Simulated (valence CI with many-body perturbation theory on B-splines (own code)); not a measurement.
## Cl¹⁰⁺: what each term of the Hamiltonian does

Calculated by relativistic CI+MBPT: five valence electrons over a frozen Dirac-Fock core [He], radial functions for each j: 9 s, 9 p, 8 d, 6 f, 3 g, 1 h, with the one-electron correlation potential Σ1 (screened to all orders), the two-electron term Σ2, the three-electron term Σ3, Breit, model QED; selected single and double excitations, second order for the rest, scaled by the run's own slope (own B-spline code, finite nucleus).

No measured spectrum was set against this ion. As an estimate, levels of excited configurations hold to 0.05 to 0.15 % of their energy, terms of the ground configuration to about 0.5 %. Among the levels kept, up to 2400 cm⁻¹ of a level comes from second order outside the variational space, and about a tenth of that is noise between levels of different J, which matters for small intervals.

Each rung adds one term. CI alone is the Dirac-Coulomb CI over the frozen core; QED comes last and gives the full result, which names the levels. Energies are above 2s2.2p3 4S°_3/2 on the same rung, in cm⁻¹.

```tsv
Level	CI alone	Σ1	Σ2	Σ3	Breit	QED	Full
2s2.2p3 2D°_3/2	88644	+26	+383	-308	+344	-7	89082
2s2.2p3 2D°_5/2	91523	+43	+355	-306	-518	+6	91103
2s2.2p3 2P°_1/2	137894	+24	+735	-402	+154	-16	138389
2s2.2p3 2P°_3/2	141320	+44	+695	-397	-220	0	141441
2s.2p4 4P_5/2	414344	-1025	-400	-300	+132	-673	412078
2s.2p4 4P_3/2	423531	-998	-394	-303	+146	-649	421335
2s.2p4 4P_1/2	428377	-985	-382	-305	-87	-637	425979
2s.2p4 2D_3/2	570335	-979	-735	-721	+124	-668	567358
2s.2p4 2D_5/2	570919	-975	-735	-719	-151	-665	567674
2s.2p4 2S_1/2	664728	-952	-466	-897	+685	-672	662425
2s.2p4 2P_3/2	696641	-1003	-2264	-1254	+205	-696	691629
2s.2p4 2P_1/2	708795	-963	-2170	-1240	-128	-661	703633
2p5 2P°_3/2	1085570	-1956	-2751	-1277	+644	-1324	1078900
2p5 2P°_1/2	1101070	-1912	-2737	-1275	-37	-1285	1093820
2s2.2p2.3s 4P_1/2	2459890	+1633	+337	-630	-292	+187	2461120
2s2.2p2.3s 4P_3/2	2466500	+1656	+325	-629	-649	+207	2467410
2s2.2p2.3s 4P_5/2	2475520	+1680	+339	-633	-1514	+229	2475620
2s2.2p2.3s 2P_1/2	2488560	+1650	+84	-630	-491	+202	2489370
2s2.2p2.3s 2P_3/2	2499210	+1678	+87	-637	-1363	+227	2499200
```

The middle columns are the shifts that each term adds.

How does the ionisation energy move along the ladder, and which term matters most?

CI alone 529.58, + Σ1 529.80, + Σ2 529.82, + Σ3 529.74, + Breit 529.69, + QED 529.70 eV. The largest step is Σ1, 0.22 eV. NIST lists 530 ± 0.4 eV (semi-empirical).
